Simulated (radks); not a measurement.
Charge is removed step by step from the 1s1/2 level of neutral hydrogen, starting from 1s1. Method: Dirac Kohn-Sham, PBEsol, spin-unpolarised, spherical densities, finite nucleus; Gaussian nuclear charge, rms radius 0.8783 fm; computed with a radial shooting solver on a logarithmic mesh with Libxc functionals.

[
 {"removed (e)": "0", "E - E(0) (eV)": "0.000", "eigenvalue (eV)": "-6.332"},
 {"removed (e)": "0.25", "E - E(0) (eV)": "1.946", "eigenvalue (eV)": "-9.283"},
 {"removed (e)": "0.5", "E - E(0) (eV)": "4.657", "eigenvalue (eV)": "-12.423"},
 {"removed (e)": "0.75", "E - E(0) (eV)": "8.151", "eigenvalue (eV)": "-15.462"}
]

The mean slope of the eigenvalue, de/dn, is 12.2 eV per electron.
